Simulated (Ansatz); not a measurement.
Stepwise reaction of `C[CH2][In]([NH2])[NH2]` with hydrogen chloride, as a gas-phase model of exchange steps in deposition or etching. ΔE in kJ/mol.

Gas-phase electronic energies from Ansatz, PBE0-D4/def2-TZVP geometries. CBS: MP2 limit from def2 TZ/QZ plus the TZ coupled-cluster correction, frozen cores. This one scheme is used for every species. DFT in def2-TZVPP. B3LYP here is the variant with VWN-RPA as its local correlation; programs differ in this. Elements past krypton have def2 core potentials. For In outer-core shells are correlated without core-valence functions, which leaves a few kJ/mol of doubt a bond. Each species was taken in one conformer, which may not be the lowest.

```tsv
step	reaction	PBE-D4	B3LYP-D4	ωB97M-V	CCSD(T)/CBS
2	`C[CH2][In]([NH2])[Cl]` + HCl → `C[CH2][In]([Cl])[Cl]` + NH₃	-108.9	-112.6	-110.6	-105.7
```

Give the row of step 1, `C[CH2][In]([NH2])[NH2]` + HCl → `C[CH2][In]([NH2])[Cl]` + NH₃. (Best estimate.)

Ansatz gave: 
```tsv
step	reaction	PBE-D4	B3LYP-D4	ωB97M-V	CCSD(T)/CBS
1	`C[CH2][In]([NH2])[NH2]` + HCl → `C[CH2][In]([NH2])[Cl]` + NH₃	-128.7	-132.3	-130.2	-125.8
```

By hand: ΔE of the 2 steps together at CCSD(T)/CBS.

(-125.8) + (-105.7) = -231.5 kJ/mol, or -115.8 kJ/mol a step.

In ΔE each step is higher than the one before. All are downhill at CCSD(T)/CBS. PBE-D4 differs from CCSD(T)/CBS by -3.2 to -2.9 kJ/mol a step. Only this route is followed, and other bonds may react first. Isolated molecules leave out the surface, adducts and barriers. Largest T1 diagnostic: 0.013.
